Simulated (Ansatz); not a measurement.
Basis-set extrapolation for `[CH2][Si](F)(F)Cl` radical (PBE0-D4/def2-TZVP geometry, frozen core, Ansatz). Multiplicity 2, UHF reference.

```tsv
	def2-TZVPP	def2-QZVPP
HF	-986.646879	-986.680668
MP2 correlation	-0.934689	-1.022879
CCSD(T) correlation	-1.001167	not run
```

Energies in hartree. Use E(X) = E(∞) + A·exp(−7.88·√X) for Hartree–Fock and E(X) = E(∞) + B·X^(−2.97) for correlation, with X = 3 and 4, and add CCSD(T) minus MP2 of the smaller set to the MP2 limit.

Problem. What is the CCSD(T) energy at the basis-set limit?

Solution. HF limit: -986.680668 + (-0.033789) × 0.13774 = -986.68532. MP2 limit: -1.022879 + (-0.088190) × 0.74074 = -1.08820. Higher-order term: -1.001167 − (-0.934689) = -0.06648. Total: -987.84000 hartree, 120.5 kcal/mol below CCSD(T)/def2-TZVPP.
